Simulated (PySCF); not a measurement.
Cartesian coordinates (Å):
```xyz
6

Zr     0.0615    -0.0161     0.0597
F      1.1190     0.9380    -1.2129
F     -1.7761     0.4474    -0.1779
F      0.6085     0.4746     1.8225
O      0.2913    -1.8927    -0.1872
H      0.4097    -2.8371    -0.3060
```
Charge 0, multiplicity 1.

**Question.** Estimate the HOMO–LUMO gap, dipole moment, HOMO, charge on the central atom (Mulliken) and total energy that TPSSh-D3(BJ)/def2-TZVP // r2SCAN-D4/def2-SVP (PySCF 2.14.0) returns for this input.

**Answer.** 
```json
{
 "HOMO–LUMO gap": "8.12 eV",
 "dipole_moment": "2.68 D",
 "HOMO": "-9.27 eV",
 "charge on the central atom (Mulliken)": "1.82 e",
 "total_energy": "-422.8896 Ha"
}
```
